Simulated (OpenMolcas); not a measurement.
**A ladder of methods for CH3BClFO (methoxychlorofluoroborane)**

CH3BClFO: 8 atoms, total charge 0, spin state singlet. SMILES: `COB(F)Cl`. The coordinates come from a PBE0-D4/def2-TZVP relaxation. This is one conformer, not always the lowest.

Quantity: the vertical ionisation energy (to the doublet cation), in eV. The values are calculated.

```
         level             kind     program  value (eV)
 SVWN5/cc-pVDZ              LDA  OpenMolcas       11.12
  BLYP/cc-pVDZ              GGA  OpenMolcas       10.78
   PBE/cc-pVDZ              GGA  OpenMolcas       10.95
 M06-L/cc-pVDZ         meta-GGA  OpenMolcas       11.27
r2SCAN/cc-pVDZ         meta-GGA  OpenMolcas       11.24
 B3LYP/cc-pVDZ    global hybrid  OpenMolcas       11.38
M06-2X/cc-pVDZ  hybrid meta-GGA  OpenMolcas       11.83
  PBE0/cc-pVDZ    global hybrid  OpenMolcas       11.47
```

The values span 10.78 to 11.83 eV.
